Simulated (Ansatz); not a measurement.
Calculated with Ansatz (gas phase, PBE0-D4/def2-TZVP geometries, no zero-point term in ΔE). CCSD(T)/CBS adds triple-zeta CCSD(T) − MP2 to the extrapolated MP2 energy (def2 sets, frozen cores). DFT in def2-TZVPP. B3LYP here is the variant with VWN-RPA as its local correlation; programs differ in this. Each species was taken in one conformer, which may not be the lowest.

Consider the redistribution: `CB(C)F` + `OB[NH][AlH2]` → `C[B](F)[AlH2]` + `CNBO`.

| level | ΔE (kcal/mol) | difference from CCSD(T)/CBS |
| --- | --- | --- |
| LDA (SPW92) | 50.0 | -3.0 |
| PBE0-D4 | 50.1 | -2.9 |
| r2SCANh-D4 | 53.8 | 0.8 |
| r2SCAN0-D4 | 53.9 | 0.9 |
| BHLYP-D4 | 53.2 | 0.2 |
| B3LYP | 51.0 | -2.0 |
| r2SCANh | 53.7 | 0.7 |
| r2SCAN0 | 53.8 | 0.8 |
| RPA@PBE/def2-TZVPP | 50.1 | -2.9 |
| CCSD(T)/def2-TZVPP | 52.8 | -0.2 |
| CCSD(T)/CBS | 53.0 | 0 |

Largest T1 diagnostic among the species: 0.013.

From PBE to PBE0 (25 % exact exchange), in def2-TZVPP and without D4, ΔE moves by +1.5 kcal/mol. At CCSD(T), def2-SVP lies −2.8 kcal/mol from the extrapolated value and def2-TZVPP −0.2 kcal/mol. Leaving LDA and LC-ωPBE aside and taking each functional with its dispersion term where it has one, the values, not all of them listed here, spread over 7.2 kcal/mol, from revPBE-D4 to B97M-V. LDA lies +1.8 kcal/mol from PBE without D4.
